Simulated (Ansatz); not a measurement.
In(Me)(OH)2 (CH₅InO₂), SMILES [CH3][In]([OH])[OH]. Atoms are numbered in the order given.

```xyz
9

In     0.0120     0.0239    -0.0421
C      1.9517    -0.0846    -0.9842
H      2.4481    -1.0058    -0.6513
H      2.5461     0.7874    -0.6765
H      1.8422    -0.0875    -2.0771
O     -0.4553    -1.0983     1.5561
H     -1.3575    -0.9164     1.8557
O     -1.5925     1.1609    -0.4927
H     -1.4481     1.7330    -1.2588
```
Charge 0, spin multiplicity 1.

Coordinates come from a B3LYP-D3(BJ)/def2-SVP optimisation. The def2 effective core potentials stand for the cores of In; spin–orbit coupling is left out. The values are those of a single conformer.

Two levels are set side by side: PBE-D3(BJ)/def2-SVP (Ansatz, an electronic-structure program) and B3LYP-D3(BJ)/def2-SVP (Ansatz). Each level has its own optimised geometry; the coordinates shown are those of the second. Differences are taken from unrounded values.

```
quantity              B3LYP-D3(BJ)
--------------------  ------------
mean bond length (Å)         1.427
bond In1–C2 (Å)              2.159
bond In1–O6 (Å)              2.008
bond In1–O8 (Å)              2.017
bond C2–H3 (Å)               1.098
bond C2–H4 (Å)               1.099
bond C2–H5 (Å)               1.098
bond O6–H7 (Å)               0.968
bond O8–H9 (Å)               0.967
```

What does PBE-D3(BJ) give, and how far is it from B3LYP-D3(BJ)? (The exact figures need the calculation; the answer reports its results.)


```json
[
 {"quantity": "mean bond length (Å)", "PBE-D3(BJ)": "1.436", "PBE-D3(BJ) minus B3LYP-D3(BJ)": "0.009"},
 {"quantity": "bond In1–C2 (Å)", "PBE-D3(BJ)": "2.161", "PBE-D3(BJ) minus B3LYP-D3(BJ)": "0.002"},
 {"quantity": "bond In1–O6 (Å)", "PBE-D3(BJ)": "2.023", "PBE-D3(BJ) minus B3LYP-D3(BJ)": "0.015"},
 {"quantity": "bond In1–O8 (Å)", "PBE-D3(BJ)": "2.034", "PBE-D3(BJ) minus B3LYP-D3(BJ)": "0.016"},
 {"quantity": "bond C2–H3 (Å)", "PBE-D3(BJ)": "1.105", "PBE-D3(BJ) minus B3LYP-D3(BJ)": "0.007"},
 {"quantity": "bond C2–H4 (Å)", "PBE-D3(BJ)": "1.106", "PBE-D3(BJ) minus B3LYP-D3(BJ)": "0.007"},
 {"quantity": "bond C2–H5 (Å)", "PBE-D3(BJ)": "1.106", "PBE-D3(BJ) minus B3LYP-D3(BJ)": "0.007"},
 {"quantity": "bond O6–H7 (Å)", "PBE-D3(BJ)": "0.977", "PBE-D3(BJ) minus B3LYP-D3(BJ)": "0.009"},
 {"quantity": "bond O8–H9 (Å)", "PBE-D3(BJ)": "0.976", "PBE-D3(BJ) minus B3LYP-D3(BJ)": "0.009"}
]
```

Exact exchange shortens and stiffens bonds; PBE has none. Differences between two approximate levels are no errors against the true value.
